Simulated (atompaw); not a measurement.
What one change does to a pseudopotential (Eu, PAW (atompaw))

```
Element                 : Eu
Generator               : atompaw 4.2.0.5
Type                    : PAW
Functional              : LDA (PW92)
Relativity              : scalar-relativistic
Frozen core             : [Xe]
Valence charge          : 9
Reference configuration : 4f7 5d0 6s2 6p0
Partial waves           : 6s (bound); 6s channel at 1.4 Ry; 6p (bound, empty); 6p channel at 0.9 Ry; 5d (bound, empty); 5d channel at 3.2 Ry; 4f (bound); 4f channel at 0.45 Ry
Local potential         : ultrasoft scheme with l = 4 at 0 Ry, radius 2.05 bohr
Core correction         : smooth core density matched at 1.90 bohr
Augmentation charge     : besselshape compensation charge, radius 2.65 bohr; PAW radius 3.00 bohr; waves and projectors: bloechl
```

All-electron outer shells of the reference configuration (LDA (PW92), scalar-relativistic, ld1.x):

| shell | level (eV) | outermost node (bohr) | outermost maximum (bohr) |
| --- | --- | --- | --- |
| 5s | -44.80 | 0.67 | 1.23 |
| 5p | -23.88 | 0.72 | 1.41 |
| 6s | -3.76 | 1.66 | 3.56 |
| 4f | -2.92 | – | 0.59 |
| 5d | -1.71 | 0.82 | 2.19 |
| 6p | -1.24 | 2.02 | 4.93 |

Change: local potential bessel scheme, radius 2.05 bohr.

Cutoffs: the cutoffs (Ry, on a coarse ladder) from which the occupation-weighted sum of valence levels, in a spherical-Bessel basis at the reference potential, stays within 10 and 1 mRy of its value at 400 Ry; they do not see the model core or the augmentation charge, which bear on the density cutoff.

Question: What does the change do?

Answer: The potential gets softer (35 Ry and 45 Ry → 25 Ry and 35 Ry); both files keep a bound ghost (p, s).

| quantity | base | changed |
| --- | --- | --- |
| cutoff, loose | 35 Ry | 25 Ry |
| cutoff, tight | 45 Ry | 35 Ry |
| loose cutoff by channel (10 mRy a level) | s 6 Ry, f 25 Ry | s 6 Ry, f 18 Ry |
| bound ghosts | s, p | s, p |
| s: phases at 3.01 bohr within 0.05 rad from the reference energy up to (Ry; the scan ends near 5) | 4.8 | 4.6 |
| p: phases at 3.01 bohr within 0.05 rad from the reference energy up to (Ry; the scan ends near 5) | to the end of the scan | 4.9 |
| d: phases at 3.01 bohr within 0.05 rad from the reference energy up to (Ry; the scan ends near 5) | to the end of the scan | to the end of the scan |
| f: phases at 3.01 bohr within 0.05 rad from the reference energy up to (Ry; the scan ends near 5) | 1.4 | 1.4 |
| lowest overlap eigenvalue by channel | s 0.06, p 0.05, d 0.85, f 1.00 | s 0.04, p 0.04, d 0.91, f 0.97 |

 A true bound ghost makes a file unfit for plane-wave use even where its test errors are small: the radial tests pick states by their node count and pass the ghost by. The cutoffs see the waves, projectors and local potential, not the compensation charge or the core.
